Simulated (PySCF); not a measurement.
H₂Ga (SMILES [GaH2+]), charge +1, singlet, geometry from GFN2-xTB (such geometries of metal compounds can be far from the true shape); PBE/pcseg-1 (PySCF).

Here is a job for PySCF.
```python
from pyscf import gto, scf, dft

mol = gto.M(
    atom='''
Ga    0.00000000    0.00000000    0.00000000
H    -0.00000000   -0.00000000   -1.56355402
H     0.00000000    0.00000000    1.56355402
''',
    basis='pcseg-1',
    charge=1,
    verbose=4,
)

mf = dft.RKS(mol)
mf.xc = 'pbe'
mf.DIIS = scf.EDIIS
mf.kernel()
```

Q: Predict the main parts of the log of this PySCF run.

A: 
```
PySCF version 2.14.0

[INPUT] verbose = 4
[INPUT] num. atoms = 3
[INPUT] num. electrons = 32
[INPUT] charge = 1
[INPUT] spin (= nelec alpha-beta = 2S) = 0
[INPUT] symmetry False subgroup None
[INPUT] Mole.unit = angstrom
[INPUT] Symbol           X                Y                Z      unit          X                Y                Z       unit  Magmom
[INPUT]  1 Ga     0.000000000000   0.000000000000   0.000000000000 AA    0.000000000000   0.000000000000   0.000000000000 Bohr   0.0
[INPUT]  2 H      0.000000000000   0.000000000000  -1.563554020000 AA    0.000000000000   0.000000000000  -2.954688878763 Bohr   0.0
[INPUT]  3 H      0.000000000000   0.000000000000   1.563554020000 AA    0.000000000000   0.000000000000   2.954688878763 Bohr   0.0

nuclear repulsion = 21.1528193202432
number of shells = 7
number of NR pGTOs = 96
number of NR cGTOs = 37
basis = pcseg-1
ecp = {}

******** <class 'pyscf.dft.rks.RKS'> ********
method = RKS
initial guess = minao
damping factor = 0
level_shift factor = 0
DIIS = <class 'pyscf.scf.diis.EDIIS'>
diis_start_cycle = 1
diis_space = 8
diis_damp = 0
SCF conv_tol = 1e-09
SCF conv_tol_grad = None
SCF max_cycles = 50
direct_scf = True
direct_scf_tol = 1e-13
XC library pyscf.dft.libxc version 7.1.2
    S. Lehtola, C. Steigemann, M. J. T. Oliveira, and M. A. L. Marques,  SoftwareX 7, 1–5 (2018)
XC functionals = pbe
    J. P. Perdew, K. Burke, and M. Ernzerhof,  Phys. Rev. Lett. 77, 3865 (1996)
    J. P. Perdew, K. Burke, and M. Ernzerhof,  Phys. Rev. Lett. 78, 1396 (1997)
    J. P. Perdew, K. Burke, and M. Ernzerhof,  Phys. Rev. Lett. 77, 3865 (1996)
    J. P. Perdew, K. Burke, and M. Ernzerhof,  Phys. Rev. Lett. 78, 1396 (1997)
radial grids:
    Treutler-Ahlrichs [JCP 102, 346 (1995); DOI:10.1063/1.469408] (M4) radial grids

becke partition: Becke, JCP 88, 2547 (1988); DOI:10.1063/1.454033
pruning grids: <function nwchem_prune>
grids dens level: 3
symmetrized grids: False
atomic radii adjust function: <function treutler_atomic_radii_adjust>
small_rho_cutoff = 0
Set gradient conv threshold to 3.16228e-05
Initial guess from minao.
tot grids = 40520
init E= -1924.86996486329
  HOMO = -0.330146778622459  LUMO = -0.0974785080007167  gap/eV = 6.33123
cycle= 1 E= -1925.19376828316  delta_E= -0.324  |g|= 0.307  |ddm|= 1.63
  HOMO = -0.578849649809713  LUMO = -0.377487264050647  gap/eV = 5.47935
cycle= 2 E= -1925.20714796528  delta_E= -0.0134  |g|= 0.232  |ddm|=  1.1
  HOMO = -0.568183399063557  LUMO = -0.342687565669831  gap/eV = 6.13605
cycle= 3 E= -1925.22521119478  delta_E= -0.0181  |g|= 0.0143  |ddm|= 0.45
  HOMO = -0.568183399188774  LUMO = -0.342687566112233  gap/eV = 6.13605
cycle= 4 E= -1925.22521119476  delta_E= 2.52e-11  |g|= 0.0143  |ddm|= 5.87e-09
  HOMO = -0.5681833986846  LUMO = -0.342687564330979  gap/eV = 6.13605
cycle= 5 E= -1925.22521119486  delta_E= -9.75e-11  |g|= 0.0143  |ddm|= 2.36e-08
  HOMO = -0.568183398896831  LUMO = -0.342687565080783  gap/eV = 6.13605
cycle= 6 E= -1925.22521119481  delta_E= 4.23e-11  |g|= 0.0143  |ddm|= 9.95e-09
  HOMO = -0.568183399302004  LUMO = -0.342687566512271  gap/eV = 6.13605
cycle= 7 E= -1925.22521119474  delta_E= 7.69e-11  |g|= 0.0143  |ddm|= 1.9e-08
  HOMO = -0.568183398596196  LUMO = -0.342687564018643  gap/eV = 6.13605
cycle= 8 E= -1925.22521119487  delta_E= -1.32e-10  |g|= 0.0143  |ddm|= 3.31e-08
  HOMO = -0.568183398551324  LUMO = -0.342687563860104  gap/eV = 6.13605
cycle= 9 E= -1925.22521119488  delta_E= -1.36e-11  |g|= 0.0143  |ddm|= 2.1e-09
  HOMO = -0.561366847613634  LUMO = -0.332650232928847  gap/eV = 6.22370
cycle= 10 E= -1925.22465671153  delta_E= 0.000554  |g|= 0.045  |ddm|= 0.107
  HOMO = -0.562235045459747  LUMO = -0.338995057327717  gap/eV = 6.07467
cycle= 11 E= -1925.2252628636  delta_E= -0.000606  |g|= 0.00641  |ddm|= 0.0926
  HOMO = -0.562235047578911  LUMO = -0.33899506456412  gap/eV = 6.07467
cycle= 12 E= -1925.22526286337  delta_E= 2.23e-10  |g|= 0.00641  |ddm|= 1e-07
  HOMO = -0.562235046931839  LUMO = -0.338995062444664  gap/eV = 6.07467
cycle= 13 E= -1925.22526286344  delta_E= -6.96e-11  |g|= 0.00641  |ddm|= 2.92e-08
  HOMO = -0.562235046286607  LUMO = -0.338995060213894  gap/eV = 6.07467
cycle= 14 E= -1925.22526286351  delta_E= -6.43e-11  |g|= 0.00641  |ddm|= 3.09e-08
  HOMO = -0.562235047056074  LUMO = -0.33899506285394  gap/eV = 6.07467
cycle= 15 E= -1925.22526286342  delta_E= 8.37e-11  |g|= 0.00641  |ddm|= 3.66e-08
  HOMO = -0.562235047727214  LUMO = -0.338995065438031  gap/eV = 6.07467
cycle= 16 E= -1925.22526286335  delta_E= 7.89e-11  |g|= 0.00641  |ddm|= 3.62e-08
  HOMO = -0.562235043528555  LUMO = -0.338995051196143  gap/eV = 6.07467
cycle= 17 E= -1925.22526286379  delta_E= -4.42e-10  |g|= 0.00641  |ddm|= 1.97e-07
  HOMO = -0.5633205806351  LUMO = -0.339478746670367  gap/eV = 6.09105
cycle= 18 E= -1925.22526231107  delta_E= 5.53e-07  |g|= 0.00724  |ddm|= 0.00347
  HOMO = -0.563151244401488  LUMO = -0.337939795771878  gap/eV = 6.12832
cycle= 19 E= -1925.22526778229  delta_E= -5.47e-06  |g|= 0.00554  |ddm|= 0.0231
  HOMO = -0.562965538387351  LUMO = -0.338511659690924  gap/eV = 6.10770
cycle= 20 E= -1925.22527793802  delta_E= -1.02e-05  |g|= 0.000328  |ddm|= 0.00992
  HOMO = -0.562965465389857  LUMO = -0.338511631089182  gap/eV = 6.10770
cycle= 21 E= -1925.22527793799  delta_E= 3.16e-11  |g|= 0.000329  |ddm|= 2.83e-07
  HOMO = -0.563067613494539  LUMO = -0.338550394128579  gap/eV = 6.10942
cycle= 22 E= -1925.22527794772  delta_E= -9.73e-09  |g|= 0.000187  |ddm|= 0.000392
  HOMO = -0.563058490668983  LUMO = -0.338546500493928  gap/eV = 6.10928
cycle= 23 E= -1925.22527794856  delta_E= -8.42e-10  |g|= 0.00019  |ddm|= 3.69e-05
  HOMO = -0.563043050434829  LUMO = -0.338540084117489  gap/eV = 6.10904
cycle= 24 E= -1925.22527794915  delta_E= -5.89e-10  |g|= 0.000202  |ddm|= 6.15e-05
  HOMO = -0.563016215150561  LUMO = -0.338529421193728  gap/eV = 6.10860
cycle= 25 E= -1925.22527794776  delta_E= 1.39e-09  |g|= 0.000239  |ddm|= 0.000105
  HOMO = -0.562942762277403  LUMO = -0.338504536290787  gap/eV = 6.10728
cycle= 26 E= -1925.22527793053  delta_E= 1.72e-08  |g|= 0.000372  |ddm|= 0.000277
  HOMO = -0.56300743506079  LUMO = -0.338678044813952  gap/eV = 6.10431
cycle= 27 E= -1925.22527758259  delta_E= 3.48e-07  |g|= 0.00108  |ddm|= 0.00242
  HOMO = -0.563021307686724  LUMO = -0.338558737017312  gap/eV = 6.10794
cycle= 28 E= -1925.22527796334  delta_E= -3.81e-07  |g|= 5.36e-05  |ddm|= 0.00193
  HOMO = -0.563019675004202  LUMO = -0.338533493111619  gap/eV = 6.10858
cycle= 29 E= -1925.22527795485  delta_E= 8.5e-09  |g|= 0.000165  |ddm|= 0.000389
  HOMO = -0.563016041452798  LUMO = -0.338553437422278  gap/eV = 6.10794
cycle= 30 E= -1925.22527796403  delta_E= -9.18e-09  |g|= 9.14e-06  |ddm|= 0.000328
  HOMO = -0.563018276834636  LUMO = -0.338551695908887  gap/eV = 6.10805
cycle= 31 E= -1925.225277964  delta_E= 2.68e-11  |g|= 1.1e-05  |ddm|= 3.93e-05
  HOMO = -0.563016553532472  LUMO = -0.338554207322525  gap/eV = 6.10793
Extra cycle  E= -1925.22527796402  delta_E= -1.91e-11  |g|= 9.29e-06  |ddm|= 4.4e-05
converged SCF energy = -1925.22527796402
```
